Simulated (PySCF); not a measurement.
Isomers of C9H10O.

All values: PBE0/pcSseg-1 (PySCF) at GFN2-xTB geometries, gas phase, one conformer each.

(1) Rank by the highest Hirshfeld charge on any atom, lowest value first.
A. `[CH2:1]=[C:2]([CH3:3])[c:4]1[cH:5][cH:6][c:7]([OH:8])[cH:9][cH:10]1` with C1–C2–C4–C5 -146°, C6–C7–O8–H 180° (4-isopropenylphenol)
B. `[CH3:1][CH2:2][c:3]1[cH:4][cH:5][cH:6][c:7]([CH:8]=[O:9])[cH:10]1` with C1–C2–C3–C4 -91°, C6–C7–C8–O9 180°
C. `[CH3:1][O:2][CH2:3][CH:4]1[c:5]2[cH:6][cH:7][cH:8][cH:9][c:10]21` with C1–O2–C3–C4 69°, O2–C3–C4–C5 -162°
D. `[CH2:1]=[CH:2][CH2:3][O:4][c:5]1[cH:6][cH:7][cH:8][cH:9][cH:10]1` with C1–C2–C3–O4 150°, C2–C3–O4–C5 72°, C3–O4–C5–C6 5°
E. `[OH:1][CH2:2][C@@:3]12[C@H:4]3[CH:5]=[CH:6][C@@H:7]1[C@@H:8]2[CH:9]=[CH:10]3` with H–O1–C2–C3 50°, O1–C2–C3–C4 60°, C2–C3–C4–C5 131°, C3–C4–C5–C6 15°, C5–C6–C7–C8 56°, C6–C7–C8–C9 0°

(2) Rank by the highest IAO charge on any atom, highest value first.
A. `[OH:1][CH2:2][C@@:3]12[C@H:4]3[CH:5]=[CH:6][C@@H:7]1[C@@H:8]2[CH:9]=[CH:10]3` with H–O1–C2–C3 50°, O1–C2–C3–C4 60°, C2–C3–C4–C5 131°, C3–C4–C5–C6 15°, C5–C6–C7–C8 56°, C6–C7–C8–C9 0°
B. `[CH3:1][CH2:2][c:3]1[cH:4][cH:5][cH:6][c:7]([CH:8]=[O:9])[cH:10]1` with C1–C2–C3–C4 -91°, C6–C7–C8–O9 180°
C. `[CH3:1][CH2:2][C:3](=[O:4])[c:5]1[cH:6][cH:7][cH:8][cH:9][cH:10]1` with C1–C2–C3–O4 0°, C2–C3–C5–C6 0° (propiophenone)
D. `[CH3:1][O:2][CH2:3][CH:4]1[c:5]2[cH:6][cH:7][cH:8][cH:9][c:10]21` with C1–O2–C3–C4 69°, O2–C3–C4–C5 -162°
E. `[CH2:1]=[CH:2][CH2:3][O:4][c:5]1[cH:6][cH:7][cH:8][cH:9][cH:10]1` with C1–C2–C3–O4 150°, C2–C3–O4–C5 72°, C3–O4–C5–C6 5°

(3) Rank by the lowest Hirshfeld charge on any atom, highest value first.
A. `[CH3:1][CH2:2][C:3](=[O:4])[c:5]1[cH:6][cH:7][cH:8][cH:9][cH:10]1` with C1–C2–C3–O4 0°, C2–C3–C5–C6 0°
B. `[CH3:1][CH2:2][c:3]1[cH:4][cH:5][cH:6][cH:7][c:8]1[CH:9]=[O:10]` with C1–C2–C3–C4 -95°, C7–C8–C9–O10 176° (2-ethylbenzaldehyde)
C. `[CH3:1][O:2][CH2:3][CH:4]1[c:5]2[cH:6][cH:7][cH:8][cH:9][c:10]21` with C1–O2–C3–C4 69°, O2–C3–C4–C5 -162°
D. `[OH:1][CH2:2][C@@:3]12[C@H:4]3[CH:5]=[CH:6][C@@H:7]1[C@@H:8]2[CH:9]=[CH:10]3` with H–O1–C2–C3 50°, O1–C2–C3–C4 60°, C2–C3–C4–C5 131°, C3–C4–C5–C6 15°, C5–C6–C7–C8 56°, C6–C7–C8–C9 0°
E. `[CH2:1]=[CH:2][CH2:3][O:4][c:5]1[cH:6][cH:7][cH:8][cH:9][cH:10]1` with C1–C2–C3–O4 150°, C2–C3–O4–C5 72°, C3–O4–C5–C6 5°
F. `[CH2:1]=[CH:2][CH2:3][c:4]1[cH:5][cH:6][cH:7][c:8]([OH:9])[cH:10]1` with C1–C2–C3–C4 123°, C2–C3–C4–C5 101°, C7–C8–O9–H -179°

Answers

(1) C (+0.052 e), D (+0.076 e), B (+0.117 e), E (+0.158 e), A (+0.180 e).

(2) C (+0.374 e), A (+0.349 e), B (+0.252 e), E (+0.200 e), D (+0.157 e).

(3) E (-0.108 e), C (-0.149 e), F (-0.188 e), B (-0.204 e), A (-0.216 e), D (-0.233 e).

All values together:

| SMILES | μ (D) | HOMO (eV) | LUMO (eV) | lowest IAO charge (e) | highest IAO charge (e) | lowest Hirshfeld charge (e) | highest Hirshfeld charge (e) |
| --- | --- | --- | --- | --- | --- | --- | --- |
| C=Cc1ccccc1OC | 1.72 | -6.20 | -0.92 | -0.329 (O) | +0.199 (C) | -0.103 (C) | +0.076 (C) |
| c1ccc(C2COC2)cc1 | 1.87 | -7.18 | -0.39 | -0.430 (O) | +0.154 (H) | -0.180 (O) | +0.051 (H) |
| COCC1c2ccccc21 | 1.38 | -6.81 | -0.45 | -0.391 (O) | +0.157 (H) | -0.149 (O) | +0.052 (H) |
| COc1cccc2c1CC2 | 0.98 | -6.35 | 0.14 | -0.328 (O) | +0.190 (C) | -0.113 (O) | +0.069 (C) |
| C=C(C)c1ccc(O)cc1 | 1.08 | -6.16 | -0.50 | -0.474 (O) | +0.363 (H) | -0.187 (O) | +0.180 (H) |
| OCC1=C[C@H]2C=C[C@@H]1C=C2 | 1.60 | -6.10 | -0.16 | -0.552 (O) | +0.349 (H) | -0.233 (O) | +0.159 (H) |
| CCC(=O)c1ccccc1 | 2.95 | -7.37 | -1.63 | -0.421 (O) | +0.374 (C) | -0.216 (O) | +0.163 (C) |
| CCc1ccccc1C=O | 2.97 | -7.37 | -1.83 | -0.408 (C) | +0.247 (C) | -0.204 (O) | +0.120 (C) |
| C=CCc1cccc(O)c1 | 1.33 | -6.53 | -0.29 | -0.476 (O) | +0.363 (H) | -0.188 (O) | +0.180 (H) |
| OC[C@@]12[C@H]3C=C[C@@H]1[C@@H]2C=C3 | 1.60 | -6.57 | 0.01 | -0.553 (O) | +0.349 (H) | -0.233 (O) | +0.158 (H) |
| CCc1cccc(C=O)c1 | 3.41 | -7.48 | -1.81 | -0.412 (C) | +0.252 (C) | -0.227 (O) | +0.117 (C) |
| C=CCOc1ccccc1 | 1.27 | -6.48 | -0.28 | -0.333 (O) | +0.200 (C) | -0.108 (O) | +0.076 (C) |

Conformers: `[CH2:1]=[CH:2][c:3]1[cH:4][cH:5][cH:6][cH:7][c:8]1[O:9][CH3:10]` with C1–C2–C3–C4 17°, C7–C8–O9–C10 0°; `[cH:1]1[cH:2][cH:3][c:4]([CH:5]2[CH2:6][O:7][CH2:8]2)[cH:9][cH:10]1` with C3–C4–C5–C6 -48°; `[CH3:1][O:2][CH2:3][CH:4]1[c:5]2[cH:6][cH:7][cH:8][cH:9][c:10]21` with C1–O2–C3–C4 69°, O2–C3–C4–C5 -162°; `[CH3:1][O:2][c:3]1[cH:4][cH:5][cH:6][c:7]2[c:8]1[CH2:9][CH2:10]2` with C1–O2–C3–C4 0°; `[CH2:1]=[C:2]([CH3:3])[c:4]1[cH:5][cH:6][c:7]([OH:8])[cH:9][cH:10]1` with C1–C2–C4–C5 -146°, C6–C7–O8–H 180°; `[OH:1][CH2:2][C:3]1=[CH:4][C@H:5]2[CH:6]=[CH:7][C@@H:8]1[CH:9]=[CH:10]2` with H–O1–C2–C3 -55°, O1–C2–C3–C4 118°; `[CH3:1][CH2:2][C:3](=[O:4])[c:5]1[cH:6][cH:7][cH:8][cH:9][cH:10]1` with C1–C2–C3–O4 0°, C2–C3–C5–C6 0°; `[CH3:1][CH2:2][c:3]1[cH:4][cH:5][cH:6][cH:7][c:8]1[CH:9]=[O:10]` with C1–C2–C3–C4 -95°, C7–C8–C9–O10 176°; `[CH2:1]=[CH:2][CH2:3][c:4]1[cH:5][cH:6][cH:7][c:8]([OH:9])[cH:10]1` with C1–C2–C3–C4 123°, C2–C3–C4–C5 101°, C7–C8–O9–H -179°; `[OH:1][CH2:2][C@@:3]12[C@H:4]3[CH:5]=[CH:6][C@@H:7]1[C@@H:8]2[CH:9]=[CH:10]3` with H–O1–C2–C3 50°, O1–C2–C3–C4 60°, C2–C3–C4–C5 131°, C3–C4–C5–C6 15°, C5–C6–C7–C8 56°, C6–C7–C8–C9 0°; `[CH3:1][CH2:2][c:3]1[cH:4][cH:5][cH:6][c:7]([CH:8]=[O:9])[cH:10]1` with C1–C2–C3–C4 -91°, C6–C7–C8–O9 180°; `[CH2:1]=[CH:2][CH2:3][O:4][c:5]1[cH:6][cH:7][cH:8][cH:9][cH:10]1` with C1–C2–C3–O4 150°, C2–C3–O4–C5 72°, C3–O4–C5–C6 5°.
